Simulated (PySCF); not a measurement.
LDA on Pd⁻ (palladium, charge -1), [Kr] 4d10 5s1, 2S determinant. Calculation: PySCF 2.14, in aug-cc-pwCVDZ-PP with ECP28MDF (6s6p5d3f, 70 functions); scalar relativity through the core potential.

```
cycle= 1 E= -127.154269597724  delta_E= 0.0641  |g|= 0.547  |ddm|= 1.17
cycle= 2 E= -126.733389838188  delta_E= 0.421  |g|= 1.28  |ddm|= 1.08
cycle= 3 E= -127.246219758671  delta_E= -0.513  |g|= 0.115  |ddm|= 0.699
cycle= 4 E= -127.251445773642  delta_E= -0.00523  |g|= 0.0611  |ddm|= 0.211
cycle= 5 E= -127.25317502232  delta_E= -0.00173  |g|= 0.0038  |ddm|= 0.0709
cycle= 6 E= -127.253182821115  delta_E= -7.8e-06  |g|= 0.000121  |ddm|= 0.0063
cycle= 7 E= -127.25318283589  delta_E= -1.48e-08  |g|= 9.5e-06  |ddm|= 0.000236
cycle= 8 E= -127.253182835961  delta_E= -7.06e-11  |g|= 6.16e-07  |ddm|= 2.29e-05
converged SCF energy = -127.253182835961  <S^2> = 0.75201696  2S+1 = 2.0020159
```

Highest occupied orbital energy: 1.592 eV; ⟨L²⟩ = 0.00; populations by l: s 3.00, p 6.00, d 10.00, f 0.00.

(1) Can this result be used?

Results:

(1) With care. Self-consistency was reached. Energies and moments cover only the electrons outside the core potential. At LDA the highest occupied level has a positive energy, so only the finite basis holds that electron; in a semilocal or global hybrid functional this comes from self-interaction and does not mean that the real anion is unbound.
